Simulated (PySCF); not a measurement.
Ligands exchanged one at a time, Ga H-F. Isolated molecules, 0 K electronic values unless said otherwise. Strings in code marks are SMILES.

The LUMO from two functionals at the same geometries (PBE0-D3(BJ)/def2-TZVP), both in PySCF: PBE-D3(BJ)/def2-TZVP and ωB97X-D3(BJ)/def2-TZVP. 

```tsv
species	PBE-D3(BJ)/def2-TZVP (eV)	ωB97X-D3(BJ)/def2-TZVP (eV)
0 of 3 H replaced by F	-2.65	0.08
1 of 3 H replaced by F (`[F][GaH2]`)	-2.42	0.29
2 of 3 H replaced by F (`[F][GaH][F]`)	-2.16	0.56
3 of 3 H replaced by F (`[F][Ga]([F])[F]`)	-3.37	-0.18
```

Over these rows, drawn at random from the members with no instability flagged (it was tested for open shells, ions and some series alone), PBE minus ωB97X-D3(BJ): mean -2.84 eV, from -3.19 eV to -2.71 eV.
